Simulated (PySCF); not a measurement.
Method: PBE-D3(BJ)/def2-TZVP // PBE0-D4/def2-SVP run with PySCF. All species are isolated molecules in the gas phase. One relaxed conformer stands for a flexible species; it need not be the lowest. Excitations are Tamm–Dancoff values on a coarser integration grid. The basis has no diffuse functions, so Rydberg states are missing or too high.

Reference species (SMILES): `B[C@@]1(C=O)C[C@@H]2CC[C@H]1C2` (neutral, multiplicity 1).

The S1 excitation (TDA) comes out as 3.31 eV and the T1 excitation (TDA) is 3.16 eV. The HOMO–LUMO gap is 3.23 eV.

Changed species: `B[C@@H]1C[C@H]2C[C@@H]1C[C@@H]2C=O`.

Question: Predict the effect on the S1 excitation (TDA), T1 excitation (TDA) and HOMO–LUMO gap.

Answer: the S1 excitation (TDA) goes up by 0.15 eV, to 3.46 eV; the T1 excitation (TDA) rises by 0.28 eV, to 3.44 eV; the HOMO–LUMO gap goes up by 0.22 eV, to 3.45 eV.
